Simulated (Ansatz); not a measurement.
Ge₃O₇H₂. Total charge 0; singlet. Geometry r2SCAN-D4/def2-SVP.

Cartesian coordinates in Å:
```
Ge -1.096 1.115 -1.131
Ge -1.300 -1.212 0.461
Ge 1.280 -0.141 0.191
O 2.998 -0.301 0.331
O 0.665 0.725 -1.214
O -1.784 2.500 -1.646
O -0.949 0.573 1.056
O 0.421 0.707 1.569
O -1.916 -0.514 -1.028
O 0.399 -1.695 0.320
H 3.470 0.371 -0.183
H -2.187 -2.128 1.276
```

The 6-31G sets use Cartesian d functions. The structure holds one bond between oxygen atoms, so isomers without such links may lie far lower. The structure comes from a short search, and lower isomers may exist.

(1) Estimate the orbital energies around the gap (eV) in Ansatz with HF/STO-3G, HF/6-31G, PBE-D4/def2-SVP, B97M-V/def2-TZVP, PBE0-D4/def2-SVP.

## Answers

(1) 
```tsv
orbital	HF/STO-3G	HF/6-31G	PBE-D4/def2-SVP	B97M-V/def2-TZVP	PBE0-D4/def2-SVP
HOMO−13	-13.15	-17.64	-11.03	-11.53	-12.71
HOMO−12	-12.78	-17.12	-10.47	-11.14	-12.46
HOMO−11	-11.77	-16.59	-9.97	-10.68	-11.84
HOMO−10	-11.49	-16.40	-9.49	-10.15	-11.38
HOMO−9	-11.14	-15.94	-9.05	-9.66	-10.88
HOMO−8	-10.75	-15.86	-8.95	-9.64	-10.86
HOMO−7	-10.36	-15.71	-8.83	-9.50	-10.71
HOMO−6	-10.01	-15.36	-8.59	-9.19	-10.37
HOMO−5	-9.80	-14.97	-8.16	-8.76	-9.93
HOMO−4	-9.42	-14.77	-8.06	-8.68	-9.83
HOMO−3	-9.07	-14.43	-7.69	-8.31	-9.49
HOMO−2	-8.14	-13.44	-7.43	-8.06	-9.29
HOMO−1	-7.02	-12.32	-6.47	-6.94	-7.99
HOMO	-6.48	-12.22	-6.21	-6.72	-7.82
LUMO	7.27	0.93	-2.93	-2.74	-1.87
LUMO+1	7.78	1.31	-2.73	-2.61	-1.74
LUMO+2	8.80	1.97	-1.53	-1.51	-0.69
LUMO+3	9.07	2.70	-1.36	-1.23	-0.34
LUMO+4	9.72	3.15	-0.83	-0.60	0.24
LUMO+5	10.91	3.80	-0.64	-0.50	0.43
```
